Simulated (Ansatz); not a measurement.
Computed with Ansatz on PBE0-D4/def2-TZVP structures; ΔE is electronic, products minus reactants. CCSD(T)/CBS adds triple-zeta CCSD(T) − MP2 to the extrapolated MP2 energy (def2 sets, frozen cores). This one scheme is used for every species. DFT in def2-TZVPP. B3LYP here is the variant with VWN-RPA as its local correlation; programs differ in this. For Ga, Se outer-core shells are correlated without core-valence functions, which leaves a few kJ/mol of doubt a bond. Scalar relativity is left out up to krypton. One conformer a species, not always the lowest.

`F[SiH]([GaH2])[SeH]` + NH₃ → `[NH2][GaH2]` + `F[SiH2][SeH]`  (cleavage of the Ga–Si bond)

`F[SiH]([GaH2])[SeH]`:

Z-matrix (Å, degrees):
```
Si
Ga 1 2.393
Se 1 2.286 2 99.2
F 1 1.605 2 116.0 3 -120.1
H 1 1.485 2 119.2 3 109.7
H 2 1.567 1 120.8 3 -99.8
H 2 1.570 1 117.9 3 71.8
H 3 1.471 1 93.6 2 -49.2
```

NH₃:

```xyz
4

N    -0.039   -0.260    0.101
H     0.772    0.186    0.513
H     0.101   -0.264   -0.902
H    -0.834    0.338    0.288
```

`[NH2][GaH2]`:

```xyz
6

N     0.365   -0.442    0.762
Ga   -0.330    0.399   -0.687
H     0.912    0.017    1.470
H     0.250   -1.422    0.953
H    -0.045    1.928   -0.816
H    -1.153   -0.480   -1.681
```

`F[SiH2][SeH]`:

Z-matrix (Å, degrees):
```
Si
Se 1 2.258
F 1 1.598 2 112.3
H 1 1.479 2 110.7 3 -119.2
H 1 1.479 2 106.0 3 117.8
H 2 1.469 1 92.7 3 77.5
```

| level | ΔE (kJ/mol) |
| --- | --- |
| ωB97M-V | -39.8 |
| B3LYP | -40.5 |
| HF/def2-SVP | -56.5 |
| HF/CBS(def2) | -56.3 |

(1) What does CCSD(T)/CBS give? (An estimate is asked.)

Largest T1 diagnostic among the species: 0.014.

Answers

(1) Computed: -41.6 kJ/mol. The listed levels differ from it by 1.8, 1.1, -14.9, -14.7 kJ/mol.

From BLYP to BHLYP (50 % exact exchange), in def2-TZVPP and without D4, ΔE moves by −8.7 kJ/mol. In def2-TZVPP, CCSD(T) changes the Hartree–Fock value by +12.2 kJ/mol (the triples alone add +1.7 kJ/mol) and MP2 by +6.4 kJ/mol.

CCSD(T)/CBS has its own doubt, a few kJ/mol and more with outer-core shells, so smaller differences from it don't rank the levels.
